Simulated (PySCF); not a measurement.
B(H)2(iPr) (C3H9B), SMILES C(C)(B)C. Coordinates come from a PBE-D3(BJ)/def2-SVP optimisation. This is a generated structure with no PubChem entry under its InChIKey; it may be hypothetical.

Level of theory: PBE-D3(BJ)/def2-SVP (PySCF).

Harmonic wavenumbers (cm⁻¹): 184, 212, 286, 314, 345, 354, 686, 799, 837, 884, 952, 959, 1013, 1110, 1139, 1163, 1207, 1299, 1335, 1353, 1405, 1419, 1425, 1436, 2489, 2576, 2702, 2961, 2963, 3040, 3040, 3065, 3065. Rotational constants (GHz): 7.949, 7.895, 4.351; symmetry number 1.

Work out the zero-point energy and the ideal-gas rigid-rotor harmonic-oscillator thermochemistry at 298.15 K and 1 atm.

ZPE = ½ Σ hcν = ½ × 48017 cm⁻¹ = 287.21 kJ/mol. H − E(el) = 305.73 kJ/mol. Entropy in J/(mol K): translation 158.93, rotation 102.84, vibration 46.06, total 307.83. G − E(el) = 213.95 kJ/mol. Cp = 99.29 J/(mol K).
